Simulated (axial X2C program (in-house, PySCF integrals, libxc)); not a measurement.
Worked dissociation energy of GeH⁺: CCSD, spin-free

Computed with an in-house relativistic program for diatomic molecules. Spin-free means the one-electron spin-free X2C Hamiltonian. Basis: Ge dyall-cv3z [9s9p7d4f1g], H dyall-v3z [6s2p1d] (cores contracted in-house); Gaussian nuclei, density fitting, unrestricted open shells. Masses: Ge 73.921 u, H 1.008 u.

Molecular state: M_S = 0, Λ = 0 (closed shell).

Correlated methods: 14 electrons correlated (number of frozen shells: Ge 3 s, 2 p; H none), 168 virtual spin orbitals or spinors in MP2, 90 natural virtuals in coupled cluster.

| Quantity | Value |
| --- | --- |
| E(Ge+) (2M_S = 1, M_L = 0) | -2097.262428 hartree |
| E(H) (2M_S = 1, M_L = 0) | -0.500004 hartree |
| E(GeH⁺) at Re | -2097.875773 hartree |
| ωe | 2028.1 cm⁻¹ |

(1) Work out De and D0.

The state is one determinant whose occupation by symmetry is held fixed; it was picked as the lowest of a PBE0 search that is not exhaustive. The closed shell is kept restricted, so the energy runs too high when the bond is stretched far. De is counted from the lowest determinant-based energies of the atoms at the same level, without counterpoise correction. CCSD ran in a truncated set of natural virtual spinors with an MP2 remainder; without triples it tends to underbind. Spin-free De lacks the spin–orbit lowering of the heavy p-block atom, a tenth of an eV or more for 4p and 5p, up to an eV for 6p and one to two eV for 7p atoms, less what an open-shell molecule gains itself.

Each atomic determinant is the lowest at this level and need not be a pure term. Totals compare only within one Hamiltonian and basis.

## Answers

(1) De = -2097.262428 + (-0.500004) − (-2097.875773) = 0.11334 hartree = 3.084 eV. The zero-point energy is ωe/2 = 1014 cm⁻¹ = 0.126 eV, so D0 = 2.958 eV.
